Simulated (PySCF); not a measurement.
Computed IR spectrum (relative IR intensity) of a molecule C₂H₆ClFSi₂. Coordinates come from a PBE-D3(BJ)/def2-SVP optimisation. One conformer was computed; it need not be the lowest. Level of theory: PBE-D3(BJ)/def2-SVP (PySCF). Frequencies are harmonic and unscaled.

ν (cm⁻¹): 546 (w), 605 (w), 629 (w), 646 (w), 705 (w), 733 (w), 793 (w), 831 (w), 840 (m), 878 (vs), 893 (w), 898 (w), 912 (w), 935 (m), 1145 (w), 1595 (w), 2172 (m), 2184 (m), 2188 (m), 2191 (m) (against the strongest line: vs over 80 %, s over 45 %, m over 15 %, w over 4 %, vw less)

Problem. Pick the molecule that these values belong to.
A) F/C([SiH3])=C/[SiH2]Cl
B) F/C(=C/[SiH3])[SiH2]Cl
C) F[SiH2]/C=C/[SiH2]Cl
D) F[SiH2]/C=C(/[SiH3])Cl

Solution. D, F[SiH2]/C=C(/[SiH3])Cl
